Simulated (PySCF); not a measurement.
ClF2H2NSn, SMILES [NH2][Sn]([F])([F])[Cl].

Geometry: B3LYP-D3(BJ)/def2-SVP. The structure was generated by enumeration; whether it is a known compound was not checked. The def2 effective core potentials stand for the cores of Sn; spin–orbit coupling is left out. The values are those of a single conformer.

Method: C-PCM-ωB97X/def2-SVP (PySCF).

The values are the electrostatic part of the solvation free energy, E(continuum) − E(gas) at the gas-phase geometry, in a cavity of scaled van der Waals radii (PySCF's table); cavitation and dispersion terms are not included. A continuum can't describe solvent molecules that bind to the metal. In vacuum the orbital gap is 10.84 eV. The dipole moment in vacuum is 2.99 D.

| solvent | ε | ΔG(elec) (kcal/mol) | dipole (D) | gap (eV) |
|---|---|---|---|---|
| water | 78.36 | -8.7 | 3.70 | 10.60 |
| toluene | 2.37 | -4.9 | 3.37 | 10.72 |
| acetonitrile | 35.69 | -8.6 | 3.68 | 10.60 |
